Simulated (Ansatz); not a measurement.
## A basis-limit estimate, worked out

An elementary step of BH$_{5}$O$_{2}$F$_{2}$, singlet (BHF₂ ([F][BH][F]) + H₂O + H₂O → BHOF₂ ([OH][B]([F])[F]) + H₂O + H₂; bonds formed: H2–H7, H5–O8; dative contacts that become bonds: B1–O6; bonds broken: B1–H2, H5–O6, H7–O8). “Start” is the structure reached by relaxing down from the saddle towards the reactants; PBE0-D4/def2-TZVP structures. The saddle:

```
atom    x (Å)    y (Å)    z (Å)
  B1  -0.5653  -0.0087  -0.8935
  H2  -0.2843  -1.1865  -0.2600
  F3   0.3803   0.0858  -1.8693
  F4  -1.8538  -0.1409  -1.3078
  H5   0.5320   0.4766   1.0046
  O6  -0.4018   1.0742   0.0958
  H7   0.4300  -0.9572   0.4902
  O8   1.0495  -0.3955   1.3105
  H9  -1.2536   1.3855   0.4108
 H10   1.9671  -0.3334   1.0187
```

Computed with Ansatz 0.2.0 (basis: def2-TZVPP and def2-QZVPP); correlated methods freeze the cores.

Energies in eV:

| quantity | saddle | start |
| --- | --- | --- |
| Hartree–Fock, triple zeta (X = 3) | -10243.78345 | -10245.24614 |
| Hartree–Fock, quadruple zeta (X = 4) | -10244.24559 | -10245.70455 |
| MP2 correlation, X = 3 | -31.40746 | -30.92525 |
| MP2 correlation, X = 4 | -34.06867 | -33.59311 |
| CCSD(T) correlation, X = 3 | -32.76201 | -32.32596 |

**Question.** Work out the barrier at the basis limit: extrapolate Hartree–Fock as E(X) = E∞ + A exp(−7.88 √X) and the MP2 correlation as E(X) = E∞ + B X^−2.97 (the exponents that Neese and Valeev fitted for def2-TZVPP and QZVPP), then add CCSD(T) − MP2 in triple zeta.

**Answer.** Each step is linear, so take the differences first (saddle − start): Hartree–Fock 1.46269 (X = 3) and 1.45896 (X = 4); MP2 correlation -0.48221 and -0.47556; CCSD(T) correlation -0.43605.
Two points give E∞ = E(4) + w [E(4) − E(3)], with w = 1/(exp(7.88 (2 − √3)) − 1) = 0.1377 for Hartree–Fock and w = 1/((4/3)^2.97 − 1) = 0.7407 for the correlation.
Hartree–Fock: 1.45896 + 0.1377 × (-0.00373) = 1.4584 eV.
MP2 correlation: -0.47556 + 0.7407 × 0.00665 = -0.4706 eV.
CCSD(T) − MP2: -0.43605 − (-0.48221) = 0.0462 eV.
Sum: 1.4584 + (-0.4706) + 0.0462 = 1.0340 eV, or 23.84 kcal/mol. Plain CCSD(T) in triple zeta gives 1.0266 eV, so the larger basis shifts the result by 0.0074 eV.

No T1 diagnostic of these runs exceeds 0.012.

The step is the kind of ligand exchange by which a precursor binds to a hydroxyl group, or is hydrolysed, in atomic layer deposition of oxides.

Labels in which every atom is bracketed show which atoms are joined, not bond orders.

For scale, one of the runs: CCSD(T)/def2-TZVPP, 225 basis functions, launched by `ansatz run in.yaml --threads 4 --pin off --events-out ev --progress --plain --max-ram 9574MiB`. Hardware: 4 CPU threads of an Arm Neoverse N1, shared host. Wall time 3.6 min; peak host memory 4.2 GiB.
